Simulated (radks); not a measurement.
Problem. Calculated with a radial shooting solver on a logarithmic mesh with Libxc functionals: scalar-relativistic Kohn-Sham, PBE, spin-polarised, spherical densities, point nucleus; open shells are filled with parallel spins first (spin-orbit coupling, left out, can overturn this in heavy ions). Each species is in its NIST ground configuration. Rank Cd, Rh, Ru, Mo, Tc, Ag, Pd, Zr, Nb by radius at which the density is 0.001 e/bohr^3 (bohr), largest first.

Solution. Zr 5.07, Tc 4.76, Nb 4.75, Mo 4.63, Ru 4.47, Rh 4.39, Cd 4.38, Ag 4.25, Pd 4.08.
